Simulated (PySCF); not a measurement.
Species: C3H8Te.
Geometry (PBE0-D3(BJ)/def2-SVP, Å), atoms numbered from 1 in this order:
```
atom  x, y, z in Å
C1    -0.7321   -1.2649   -0.0162
C2     0.0489   -0.0545    0.4636
C3    -0.2544    1.2028   -0.3312
Te4    2.2016   -0.4610    0.5273
H5    -1.8160   -1.0605    0.0392
H6    -0.5211   -2.1580    0.5878
H7    -0.4938   -1.5043   -1.0648
H8    -0.1634    0.1233    1.5310
H9    -1.3369    1.4174   -0.2979
H10    0.2811    2.0782    0.0620
H11    0.0244    1.0839   -1.3901
H12    2.2812   -0.6655   -1.1259
```

Computed with PBE0-D3(BJ)/def2-SVP geometry optimisation, gas phase, def2 core potentials past Kr (PySCF 2.14.0).

(1) Which atoms are bound to Te4, and at what distances?

(2) What is the shape at Te4?

(3) What are the other bond lengths?

(4) Give some angles away from the centre.

(5) What are the rotational constants (commonest isotopes, rigid rotor)?

Results:

(1) 2 atoms: H12 1.668 Å, C2 2.192 Å. The nearest atom not counted as bound is H8, at 2.63 Å.

(2) Bent: angle 92.3°.

(3) C1–C2, C2–C3 1.518 Å; C1–H5 and 5 like bonds 1.102 Å; C2–H8 1.103 Å.

(4) C1–C2–C3 113.1°, C1–C2–Te4 111.5°.

(5) A = 7742, B = 2077, C = 1756 MHz: an asymmetric top.

Point group: Cs (tolerance 0.08 Å). Charge 0, singlet. PBE0-D3(BJ)/def2-SVP frequencies: not computed here.

One conformer stands for the species.
